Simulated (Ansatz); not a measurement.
Mulliken charges of Cl₂H₄OSi₂, SMILES `O[SiH](Cl)[SiH2]Cl` from B3LYP/def2-TZVPP in Ansatz (PBE0-D4/def2-TZVP geometry).

```json
{"atom": "O1", "x (Å)": "1.337", "y (Å)": "0.841", "z (Å)": "1.204", "charge (e)": "-0.382"}
{"atom": "Si2", "x (Å)": "0.474", "y (Å)": "0.727", "z (Å)": "-0.184", "charge (e)": "0.532"}
{"atom": "Cl3", "x (Å)": "-0.798", "y (Å)": "2.333", "z (Å)": "-0.403", "charge (e)": "-0.248"}
{"atom": "Si4", "x (Å)": "-0.813", "y (Å)": "-1.218", "z (Å)": "-0.003", "charge (e)": "0.340"}
{"atom": "Cl5", "x (Å)": "-1.846", "y (Å)": "-1.427", "z (Å)": "-1.774", "charge (e)": "-0.247"}
{"atom": "H6", "x (Å)": "1.927", "y (Å)": "1.587", "z (Å)": "1.323", "charge (e)": "0.190"}
{"atom": "H7", "x (Å)": "1.352", "y (Å)": "0.753", "z (Å)": "-1.381", "charge (e)": "-0.081"}
{"atom": "H8", "x (Å)": "-1.791", "y (Å)": "-1.114", "z (Å)": "1.106", "charge (e)": "-0.049"}
{"atom": "H9", "x (Å)": "0.032", "y (Å)": "-2.425", "z (Å)": "0.182", "charge (e)": "-0.055"}
```

Problem. By hand: the dipole of these point charges (1 e Å = 4.8032 D).

Solution. Σ q r = (0.461, -0.146, 0.278) e Å, of length 0.558 e Å = 2.68 D.

Problem. How does the dipole of the full density compare? (Best estimate.)

Solution. Computed: (0.412, 0.067, 0.201) e Å, 2.23 D; the point charges give 1.20 times that, at 24° from its direction.

Point charges leave out the atoms' own dipoles, such as those of lone pairs, and Mulliken's split depends on the basis, so the two needn't agree.

B3LYP here is the variant with VWN-RPA as its local correlation; programs differ in this.
